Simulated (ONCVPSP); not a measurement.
**Pseudopotential generation for lead (Pb): ONCV, PBEsol, scalar-relativistic.**

ONCVPSP 4.0.1 was run on this input:

```
# ATOM AND REFERENCE CONFIGURATION
# atsym  z   nc   nv     iexc    psfile
  Pb 82.00   13    2  -116133      upf
#
#   n    l    f
    1    0    2.00
    2    0    2.00
    2    1    6.00
    3    0    2.00
    3    1    6.00
    3    2   10.00
    4    0    2.00
    4    1    6.00
    4    2   10.00
    4    3   14.00
    5    0    2.00
    5    1    6.00
    5    2   10.00
    6    0    2.00
    6    1    2.00
#
# PSEUDOPOTENTIAL AND OPTIMIZATION
# lmax
    2
#
#   l,   rc,      ep,       ncon, nbas, qcut
    0    1.60    0.00    4    8    3.70
    1    2.25    0.00    4    7    3.60
    2    2.05    0.19    3    7    5.00
#
# LOCAL POTENTIAL
# lloc, lpopt,  rc(5),   dvloc0
    4    3    1.45    4.00
#
# VANDERBILT-KLEINMAN-BYLANDER PROJECTORs
# l, nproj, debl
    0    1    1.50
    1    3    0.90
    2    2    1.80
#
# MODEL CORE CHARGE
# icmod, fcfact, rcfact
    0    0.00    0.00
#
# LOG DERIVATIVE ANALYSIS
# epsh1, epsh2, depsh
   -2.00    5.00    0.02
#
# OUTPUT GRID
# rlmax, drl
    6.00    0.01
#
# TEST CONFIGURATIONS
# ncnf
    4
# nvcnf
#   n    l    f
    2
    6    0    2.00
    6    1    1.00
#
    2
    6    0    2.00
    6    1    0.00
#
    2
    6    0    1.00
    6    1    0.00
#
    2
    6    0    2.00
    6    1    1.50
#
```

Command:

```bash
oncvpsp.x < Pb.dat > Pb.out
```

Output (shortened: citation, most of the input echo, consistency checks and plot data are left out):

```
ONCVPSP  (Optimized Norm-Conservinng Vanderbilt PSeudopotential)
scalar-relativistic version 4.0.1

#   n    l    f        energy (Ha)
    1    0    2.00    -3.2379205E+03
    2    0    2.00    -5.7914536E+02
    2    1    6.00    -4.9673924E+02
    3    0    2.00    -1.3901794E+02
    3    1    6.00    -1.1539643E+02
    3    2   10.00    -9.1318287E+01
    4    0    2.00    -3.1460537E+01
    4    1    6.00    -2.3720614E+01
    4    2   10.00    -1.4769915E+01
    4    3   14.00    -4.8853617E+00
    5    0    2.00    -5.2988758E+00
    5    1    6.00    -3.1535426E+00
    5    2   10.00    -7.7766547E-01
    6    0    2.00    -4.4450995E-01
    6    1    2.00    -1.2923283E-01

Reference configufation results
  iterations    23
  all-electron total energy (Ha)   -2.08763193D+04

Begin loop to  construct optimized pseudo wave functions
and semi-local pseudopoentials for all angular momenta

Calculating optimized projector #   1

 for l=   0

    Fraction of norm inside rc  0.167963
    Optimizing pswf for qcut=   3.69 a_B^-1,  ecut=   6.80 Ha

optimize: ERROR ps0norm > uunorm, code will stop
```

The run stopped because the continuity conditions at rc already need more norm inside rc than the all-electron wave has, so norm conservation cannot be met.

The run took about 0.3 s on one core of a shared server CPU.
